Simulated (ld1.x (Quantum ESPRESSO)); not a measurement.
# Plane-wave convergence, ultrasoft potential for lithium

```json
{
 "Element": "lithium",
 "Generator": "ld1.x (Quantum ESPRESSO) 7.5",
 "Type": "ultrasoft",
 "Functional": "LDA (PZ)",
 "Relativity": "scalar-relativistic",
 "Frozen core": "[He]",
 "Valence charge": "1",
 "Reference configuration": "2s1 2p0",
 "Partial waves": "2s (bound): rcut 2.65, rcutus 2.95 bohr; 2s channel at 0.1 Ry: rcut 2.65, rcutus 2.95 bohr; 2p (bound, empty): rcut 3.85, rcutus 4.50 bohr; 2p channel at 1.75 Ry: rcut 3.85, rcutus 4.50 bohr; 3d channel at 0.45 Ry: rcut 3.85, rcutus 4.60 bohr",
 "Local potential": "all-electron potential smoothed inside 2.25 bohr (lloc = -1)",
 "Core correction": "Bessel-smoothed model core, default radius (core density twice the valence density)",
 "Augmentation charge": "PSQ, radius 2.75 bohr"
}
```

The pseudo-atom Hamiltonian at the reference potential is diagonalised in spherical Bessel functions j_l(qr) that vanish at 20 bohr, with q² up to the cutoff. All-electron valence levels (Ry): 2s -0.2114, 2p -0.0829.

Question: How do the lowest levels (Ry) of each channel move with the cutoff, and are there ghosts?

Answer:

```json
{"cutoff (Ry)": "8", "s #1": "-0.2114", "p #1": "-0.0829", "p #2": "0.0393", "d #1": "0.0443", "d #2": "0.1337", "f #1": "0.0993", "Σ f·Δε (mRy)": "0.0"}
{"cutoff (Ry)": "10", "s #1": "-0.2114", "p #1": "-0.0829", "p #2": "0.0393", "d #1": "0.0443", "d #2": "0.1337", "f #1": "0.0993", "Σ f·Δε (mRy)": "0.0"}
{"cutoff (Ry)": "400", "s #1": "-0.2114", "p #1": "-0.0829", "p #2": "0.0393", "d #1": "0.0443", "d #2": "0.1337", "f #1": "0.0993", "Σ f·Δε (mRy)": "0.0"}
```

Result: no extra level below or beside the all-electron valence levels (s, p, d, f tested); 10 mRy is reached at 6 Ry and 1 mRy at 6 Ry.
